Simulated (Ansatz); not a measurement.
Reactions of `[CH3][GeH2][C]1=CC1`.

Computed with Ansatz on PBE0-D4/def2-TZVP structures; ΔE is electronic, products minus reactants. CBS: MP2 limit from def2 TZ/QZ plus the TZ coupled-cluster correction, frozen cores. This one scheme is used for every species. DFT in def2-TZVPP. def2 core potentials past Kr. For Br, Ge, Mg, Te outer-core shells are correlated without core-valence functions, which leaves a few kJ/mol of doubt a bond. Scalar relativity is left out up to krypton. Each species was taken in one conformer, which may not be the lowest.

```json
{"reaction": "`[CH3][GeH2][C]1=CC1` + CH₃NH₂ → `C[NH][GeH2][CH3]` + `C1=CC1`", "r2SCAN-D4 (kJ/mol)": "9", "CCSD(T)/CBS(def2) (kJ/mol)": "8"}
{"reaction": "`[CH3][GeH2][C]1=CC1` + H₂Te → `[CH3][GeH2][TeH]` + `C1=CC1`", "r2SCAN-D4 (kJ/mol)": "-62", "CCSD(T)/CBS(def2) (kJ/mol)": "-62"}
{"reaction": "`[CH3][GeH2][C]1=CC1` + H–F → `[CH3][GeH2][F]` + `C1=CC1`", "r2SCAN-D4 (kJ/mol)": "-62", "CCSD(T)/CBS(def2) (kJ/mol)": "-50"}
{"reaction": "`[CH3][GeH2][C]1=CC1` + CH₃OH → `COC1=CC1` + `[CH3][GeH3]`", "r2SCAN-D4 (kJ/mol)": "41", "CCSD(T)/CBS(def2) (kJ/mol)": "59"}
{"reaction": "`[CH3][GeH2][C]1=CC1` + `CPC` → `CP(C)C` + `[GeH3][C]1=CC1`", "r2SCAN-D4 (kJ/mol)": "2", "CCSD(T)/CBS(def2) (kJ/mol)": "4"}
{"reaction": "`[CH3][GeH2][C]1=CC1` + `OC=S` → `[CH3][GeH2][O]C=S` + `C1=CC1`", "r2SCAN-D4 (kJ/mol)": "-32", "CCSD(T)/CBS(def2) (kJ/mol)": "-30"}
{"reaction": "`[CH3][GeH2][C]1=CC1` + SiH₄ → `[SiH3]C1=CC1` + `[CH3][GeH3]`", "r2SCAN-D4 (kJ/mol)": "-19", "CCSD(T)/CBS(def2) (kJ/mol)": "-14"}
{"reaction": "`[CH3][GeH2][C]1=CC1` + `[CH3][Mg][Br]` → `C[CH2][Mg][Br]` + `[GeH3][C]1=CC1`", "r2SCAN-D4 (kJ/mol)": "55", "CCSD(T)/CBS(def2) (kJ/mol)": "54"}
```

Largest T1 diagnostic: 0.018, for `OC=S`.
